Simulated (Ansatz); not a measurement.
`[OH][AlH][SiH2]O` + H₂ → silanol + `[OH][AlH2]` at 298.15 K and 1 bar (hydrogenolysis of the Si–Al bond).

Calculated with Ansatz (gas phase, PBE0-D4/def2-TZVP geometries, no zero-point term in ΔE). CCSD(T)/CBS is the MP2 limit (def2-TZVPP, def2-QZVPP) plus CCSD(T) − MP2 in def2-TZVPP, frozen cores. This one scheme is used for every species. One conformer a species, not always the lowest.

```tsv
species	CCSD(T)/CBS energy (Eh)	H − E (kJ/mol)	S (J/(mol·K))
`[OH][AlH][SiH2]O`	-684.53514	157.7	356.7
H₂	-1.17544	35.1	130.4
`O[SiH3]`	-366.69042	113.6	257.8
`[OH][AlH2]`	-319.03157	82.3	252.8
```

H − E and S are ideal-gas, rigid-rotor, harmonic terms from PBE0-D4/def2-TZVP, for one conformer and one mirror image of each species. The MP2-based limit puts H₂ 0.8 mEh under its directly extrapolated value; such offsets cancel only in part. 1 Eh = 2625.50 kJ/mol, R = 8.31446 J/(mol·K).

Question: By hand: ΔE, ΔH, ΔS and ΔG.

Answer: ΔE = (-366.69042) + (-319.03157) − (-684.53514) − (-1.17544) = -0.01141 Eh = -30.0 kJ/mol. Δ(H − E) = 113.6 + 82.3 − 157.7 − 35.1 = 3.1, so ΔH = -26.9 kJ/mol. ΔS = 257.8 + 252.8 − 356.7 − 130.4 = 23.5 J/(mol·K). ΔG = -26.9 − 298.15 × (23.5)/1000 = -33.9 kJ/mol.

Question: By hand: the equilibrium constant, and the temperature at which ΔG would vanish if ΔH and ΔS stayed fixed.

Answer: log₁₀ K = −ΔG/(RT ln 10) = 5.9. ΔH and −TΔS have one sign here, so there is no such temperature.

ΔH outweighs TΔS. A doubt of 5 kJ/mol in ΔE shifts log₁₀ K by 0.9 here. Other conformers and mirror images would add mixing entropy, several J/(mol·K) or more a flexible species. Modes under 60 cm⁻¹, often nearly free rotors, make the harmonic entropy too high. These are equilibria of isolated gas molecules and say nothing of rates. Largest T1 diagnostic: 0.013 (customary marks: 0.02 for closed shells, 0.045 for open ones).
